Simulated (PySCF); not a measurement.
A species of formula C6H13FO has this rotational fingerprint, computed with PBE0/pcSseg-1 in PySCF (dipole) on a GFN2-xTB geometry, gas phase:

- Rotational constants: A = 3085, B = 1329, C = 997.2 MHz
- Dipole components: |μa| = 0.65 D, |μb| = 0.89 D, |μc| = 0.27 D
- Inertial defect: -37.23 u·Å²
- κ: -0.68

Question: Which candidate fits, each taken in the one conformer that was computed?
A. `[CH3:1][C@@H:2]([F:3])[O:4][C:5]([CH3:6])([CH3:7])[CH3:8]` with C1–C2–O4–C5 160°
B. `[CH3:1][O:2][C@H:3]([F:4])[C:5]([CH3:6])([CH3:7])[CH3:8]` with C1–O2–C3–F4 -65°
C. `[CH3:1][CH2:2][C@@H:3]([F:4])[C@@H:5]([CH3:6])[O:7][CH3:8]` with C1–C2–C3–F4 57°, C2–C3–C5–C6 43°, C3–C5–O7–C8 73°

Answer: C. It is CC[C@@H](F)[C@@H](C)OC, an asymmetric top, point group C1. The candidates at the same level (rigid rotor, commonest isotopes):

```
                SMILES  A (MHz)  B (MHz)  C (MHz)  μa (D)  μb (D)  μc (D)  Δ (u·Å²)  point group           rotor
CC[C@@H](F)[C@@H](C)OC     3085     1329    997.2    0.65    0.89    0.27    -37.23           C1  asymmetric top
    CO[C@H](F)C(C)(C)C     2952     1504     1303    0.46    0.88    1.06   -119.26           C1  asymmetric top
   C[C@@H](F)OC(C)(C)C     3111     1359     1222    1.10    1.01    1.27   -120.74           C1  asymmetric top
```

`CO[C@H](F)C(C)(C)C` has C 31 % too high; `C[C@@H](F)OC(C)(C)C` has C 23 % too high. No structure here is proved a minimum.
